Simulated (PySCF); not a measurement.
# Electron correlation in P²⁺ (phosphorus, charge +2)

[Ne] 3s2 4s1, 2S determinant (an excited configuration). Calculation: PySCF 2.14, in x2c-QZVPPall with one added diffuse shell each of s, p, d, f type (10s7p5d3f1g, 86 functions); scalar relativity by spin-free X2C-1e. Frozen: [Ne]; 3 electrons correlated.

| level | correlation energy (mhartree) |
| --- | --- |
| CCSD | -62.36 |
| (T) | -2.21 |
| CCSD(T) | -64.57 |

Diagnostics: T1 = 0.013, D1 = 0.0310, largest double amplitude 0.103.

Question: Is a single reference adequate?

Answer: Mostly. T1 lies below 0.03, but a double amplitude of this size points to a near-degeneracy that CCSD handles and MP2 describes poorly.
